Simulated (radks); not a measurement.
The numbers below are computed, except where a source is named.
Question: The mean radii <r> (bohr) of the occupied orbitals of an atom or ion are listed with their occupations. Level of theory: Dirac Kohn-Sham, PBEsol, spin-unpolarised, spherical densities, finite nucleus; Fermi nuclear charge, rms radius of each element as measured or else 0.836 A^(1/3) + 0.57 fm (a radial shooting solver on a logarithmic mesh with Libxc functionals).

orbital  occ.      <r>
1s1/2       2  0.02458
2s1/2       2   0.1045
2p1/2       2  0.08768
2p3/2       4  0.09383
3s1/2       2   0.2715
3p1/2       2   0.2603
3p3/2       4   0.2713
3d3/2     3.6   0.2405
3d5/2     5.4   0.2440

Name the element and its charge. Open shells, if any, are shared by 2j + 1.

Answer: Z = 58, cerium, charge +31: Ce31+ in [Ar] 3d9. The 1s radius gives Z: for a bare nucleus <r> = (2 gamma + 1)/(2Z) with gamma = sqrt(1 - (Z/c)^2), 0.02424 bohr for Z = 58, and screening makes it slightly larger (0.02458 here). The occupations add up to 27, and the charge is Z minus that.
